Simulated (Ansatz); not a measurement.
`CC(F)OCCF`, relaxed with RKS PBE-D4/def2-SVP in the Gaussian-basis code of Ansatz from a rough embedded geometry. The force threshold is 0.03 eV/Å; the program also tests the step.

Charge 0, multiplicity 1.

Start:

```xyz
15

C    -0.758   -1.821    1.263
C    -0.007   -0.551    0.856
F     0.165    0.280    1.956
O    -0.815    0.136   -0.158
C    -0.244    1.357   -0.567
C     0.794    1.079   -1.667
F     1.940    0.609   -1.147
H    -0.111   -2.320    2.034
H    -1.664   -1.591    1.757
H    -0.905   -2.501    0.471
H     0.975   -0.823    0.439
H    -1.042    1.922   -0.997
H     0.233    1.927    0.309
H     1.032    1.982   -2.178
H     0.406    0.316   -2.373
```

**Question.** How much energy does the relaxation release, and in how many steps? (Best estimate.)

**Answer.** Ansatz gave: 42.63 kJ/mol, in 8 steps.

**Question.** Which bonds change most? (Estimate.)

**Answer.** Ansatz gave: C2–O4 from 1.468 to 1.393 Å; C1–H10 from 1.054 to 1.107 Å; C1–H9 from 1.057 to 1.107 Å; C6–H14 from 1.064 to 1.114 Å.

**Question.** Give the relaxed structure. (Estimate.)

**Answer.** The calculation gave: 
```xyz
15

C    -0.683   -1.831    1.251
C    -0.047   -0.489    0.975
F    -0.083    0.288    2.143
O    -0.774    0.150   -0.027
C    -0.163    1.324   -0.554
C     0.734    1.030   -1.740
F     1.870    0.328   -1.346
H    -0.169   -2.329    2.094
H    -1.748   -1.681    1.512
H    -0.622   -2.478    0.355
H     1.029   -0.569    0.698
H    -0.983    1.992   -0.892
H     0.400    1.864    0.238
H     1.052    1.984   -2.220
H     0.185    0.416   -2.488
```
